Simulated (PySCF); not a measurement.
The calculation used delta-SCF UKS SCAN, pcX-2 on the ionised atom, pcseg-1 elsewhere, spin-free X2C in PySCF 2.14.0. Geometries: GFN2-xTB; isolated species, one conformer each. Values against the vacuum level.

Problem. Rank by computed C 1s binding energy, lowest first.
A. C2 in `[CH:1]#[C:2][CH2:3][F:4]`
B. C3 in `[H]/[N:1]=[CH:2]/[CH:3]([F:4])[F:5]`
C. C1 in `[CH2:1]=[C:2]1[C:3]([C:4]#[N:5])=[C:6]1[C:7]#[N:8]`

Solution. C (290.51 eV), A (291.22 eV), B (295.97 eV).

From the lowest up, the atoms are bonded to: C (double bond) and 2 H (290.51); C (triple bond) and C (291.22); 2 F, C and H (295.97).

1 of these hole states is spin-contaminated (⟨S²⟩ 0.85, against 0.75; counted from 0.85) and less certain.

---

Computed with delta-SCF UKS SCAN, pcX-2 on the ionised atom, pcseg-1 elsewhere, spin-free X2C in PySCF. Geometries: PBE0-D3(BJ)/def2-SVP; isolated species, one conformer each. Values against the vacuum level.

Problem. Order these sites by rising C 1s binding energy.
A. C1 in `[CH3:1][C@H:2]1[CH2:3][CH2:4][C@H:5]([CH3:6])[CH2:7][CH2:8]1`
B. C3 in `[CH2:1]=[CH:2][CH2:3][CH2:4][NH:5][SiH2:6][GeH3:7]`
C. C4 in `[SiH3:1][N:2]([GeH3:3])[CH:4]1[CH2:5][CH2:6][CH2:7]1`

Solution. A (290.30 eV), B (290.58 eV), C (291.28 eV).

The highest is bonded to N, 2 C and H, the lowest to C and 3 H; the range is 0.98 eV.
